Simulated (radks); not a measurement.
Values are calculated unless marked as measured or tabulated.
Species: As V. Configuration: [Ar] 3d10 4s1.

Code: a radial shooting solver on a logarithmic mesh with Libxc functionals. Model: scalar-relativistic Kohn-Sham, exchange-only B88, spin-unpolarised, spherical densities, finite nucleus; Fermi nuclear charge, rms radius 4.0968 fm.

Energy parts (hartree):
part                   energy
total             -2255.86890
kinetic            2300.74603
electron-nucleus  -5386.31886
Hartree             910.95526
exchange            -81.25133

Orbitals (lengths in bohr, moments of r in powers of bohr; <r^-3> diverges for s and p1/2):
orbital  occ.  eigenvalue (hartree)  <r^-3>   <1/r>     <r^2>
1s          2             -432.6360       -   33.47  0.002786
2s          2             -56.45885       -   7.369   0.04848
2p          6             -49.74338    1108   7.223   0.03844
3s          2              -8.78204       -   2.387    0.4119
3p          6              -6.70352   153.9   2.235    0.4457
3d         10              -3.27865   17.18   1.924    0.5583
4s          1              -2.06534       -  0.7888     3.185
4p          0              -1.61086   17.04  0.6875     4.118

The highest occupied level is 4s at -56.201 eV. Summed over all electrons, <r^2> = 12.60 bohr^2, which gives a Langevin (diamagnetic) susceptibility term of -9.98 x 10^-6 cm^3/mol. The density falls to 0.001 e/bohr^3 at r = 2.84 bohr.
